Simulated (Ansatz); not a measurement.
CH₆InNSe (`[NH2][InH][CH2][SeH]`), 10 atoms. The species carries charge 0 and has multiplicity 1. Correlated methods include outer-core shells of In, Se, which these sets cover unevenly. Scalar relativity is left out up to krypton. In takes the def2 core potential. All runs use 4 threads of an Intel Xeon Platinum 8488C on a shared host. Correlated methods freeze the cores.

Q: Give the basis size and wall time and peak host memory of each of these runs in Ansatz. RKS B97M-V/def2-TZVPP energy; RKS PBE0-D4/def2-TZVP frequencies; RKS ωB97M-V/def2-QZVPP energy; RKS SPW92 (LDA)/def2-TZVPP energy; RKS PBE0-D4/def2-TZVP relaxation (17 steps); RKS ωB97M-V/def2-SVP energy; RKS PBE0-D4/def2-SVP energy; RHF-CCSD(T)/def2-SVP energy; direct RPA on PBE orbitals/def2-TZVPP energy; RHF-CCSD(T)/def2-TZVPP energy; RKS revPBE-D4/def2-TZVPP energy; RKS LC-ωPBE/def2-TZVPP energy. (An estimate is asked.)

A: The calculation gave: Other jobs shared the machine, so times are rough.

```tsv
level	job	functions	wall time	peak host memory (GiB)
RKS PBE0-D4/def2-SVP	energy	116	1.2 s	0.3
RKS SPW92 (LDA)/def2-TZVPP	energy	244	1.2 s	0.34
RKS revPBE-D4/def2-TZVPP	energy	244	1.9 s	0.34
RKS LC-ωPBE/def2-TZVPP	energy	244	2.4 s	0.5
RKS ωB97M-V/def2-SVP	energy	116	4.1 s	0.43
direct RPA on PBE orbitals/def2-TZVPP	energy	244	6 s	0.68
RKS B97M-V/def2-TZVPP	energy	244	6.5 s	0.44
RHF-CCSD(T)/def2-SVP	energy	116	9.5 s	0.7
RKS ωB97M-V/def2-QZVPP	energy	465	16 s	2.3
RKS PBE0-D4/def2-TZVP	relaxation (17 steps)	196	57 s	0.64
RKS PBE0-D4/def2-TZVP	frequencies	196	2.4 min	0.63
RHF-CCSD(T)/def2-TZVPP	energy	244	2.6 min	5.5
```

LC-ωPBE has ω = 0.4 bohr⁻¹.
